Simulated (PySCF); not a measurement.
A species of formula C6H11NO has this rotational fingerprint, computed with PBE0-D3(BJ)/def2-SVP geometry optimisation, gas phase in PySCF:

```
Rotational constants : A = 3246, B = 1200, C = 929.0 MHz
Dipole components    : |μa| = 0.74 D, |μb| = 2.77 D, |μc| = 1.32 D
Inertial defect      : -32.84 u·Å²
κ                    : -0.77
```

Problem. Which candidate fits, each taken in the one conformer that was computed?
A. `[CH2:1]=[CH:2][C@@H:3]([CH2:4][CH3:5])[C:6]([NH2:7])=[O:8]` with C1–C2–C3–C4 121°, C2–C3–C4–C5 -164°, C2–C3–C6–N7 53°, C3–C6–N7–H -176° and -12°
B. `[CH3:1][CH2:2][O:3][C@H:4]([C:5]#[N:6])[CH2:7][CH3:8]` with C1–C2–O3–C4 -179°, C2–O3–C4–C5 -66°, O3–C4–C7–C8 -178°
C. `[O:1]=[CH:2][N:3]1[CH2:4][CH2:5][CH2:6][CH2:7][CH2:8]1` with O1–C2–N3–C4 -176°, C2–N3–C4–C5 119°, N3–C4–C5–C6 53°, C4–C5–C6–C7 -54°, C5–C6–C7–C8 54°

Solution. B. It is CCO[C@H](C#N)CC, an asymmetric top, point group C1. The candidates at the same level (rigid rotor, commonest isotopes):

```json
{"SMILES": "CCO[C@H](C#N)CC", "A (MHz)": "3246", "B (MHz)": "1200", "C (MHz)": "929.0", "μa (D)": "0.74", "μb (D)": "2.77", "μc (D)": "1.32", "Δ (u·Å²)": "-32.84", "point group": "C1", "rotor": "asymmetric top"}
{"SMILES": "O=CN1CCCCC1", "A (MHz)": "3862", "B (MHz)": "1578", "C (MHz)": "1256", "μa (D)": "3.66", "μb (D)": "1.36", "μc (D)": "0.66", "Δ (u·Å²)": "-48.75", "point group": "C1", "rotor": "asymmetric top"}
{"SMILES": "C=C[C@@H](CC)C(N)=O", "A (MHz)": "2326", "B (MHz)": "1795", "C (MHz)": "1125", "μa (D)": "3.18", "μb (D)": "0.14", "μc (D)": "0.94", "Δ (u·Å²)": "-49.72", "point group": "C1", "rotor": "asymmetric top"}
```

`O=CN1CCCCC1` has C 35 % too high; `C=C[C@@H](CC)C(N)=O` has B 50 % too high. No structure here is proved a minimum.
